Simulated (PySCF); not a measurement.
Coordinates in bohr (charge 0 multiplicity 2):
```
Sb    0.0000    0.0000    0.0000
Cl    4.5736    0.0000    0.0000
Cl    0.0000    4.5736    0.0000
Cl   -4.5736    0.0000    0.0000
Cl    0.0000   -4.5736    0.0000
```

Computed with UPBE0/[Sb def2-SVP with ECP28, Cl def2-SVP], scalar-relativistic core potentials, density fitting, no spin–orbit coupling, PySCF.

This geometry of SbCl₄ is a stationary point at this level.

What is the point group?

D4h.

Is it a minimum?

No: it has 2 imaginary modes, at 183i cm⁻¹ (a2u), 77i cm⁻¹ (b2u).

Which band is strongest in the infrared?

335 cm⁻¹ (eu), 252 km/mol.

What are the dipole moment and the gap between the highest occupied and lowest empty levels of either spin?

0.00 D and 2.06 eV.

This need not be the most stable arrangement of these atoms. At this level a doublet minimum of C2v symmetry lies 119 kJ/mol below this structure. No spin–orbit coupling is included, which matters more the heavier the element.
